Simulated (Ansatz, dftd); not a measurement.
Reaction: C2H6B (SMILES BC[CH2], doublet) → C2H6B (SMILES C[B]C, doublet)
Each species at its own B3LYP-D3(BJ)/def2-TZVP minimum (Ansatz, an electronic-structure program).

Quantity: isomerisation energy (electronic), in kcal/mol. Radicals and triplets start from unrestricted determinants; spin-orbit coupling is neglected. Cores are frozen in correlated methods. No relativity.

```tsv
level	program	isomerisation energy (kcal/mol)
PBE-D4/def2-TZVPD	Ansatz + dftd4	-15.9
PBE/def2-TZVPD	Ansatz	-15.8
r2SCAN-D4/def2-TZVPD	Ansatz + dftd4	-14.6
r2SCAN/def2-TZVPD	Ansatz	-14.6
B3LYP-D4/def2-TZVPD	Ansatz + dftd4	-13.0
PBE0/def2-TZVPD	Ansatz	-14.8
CCSD/cc-pVTZ	Ansatz	-12.6
CCSDT(Q)/cc-pVDZ	Ansatz	-12.4
```
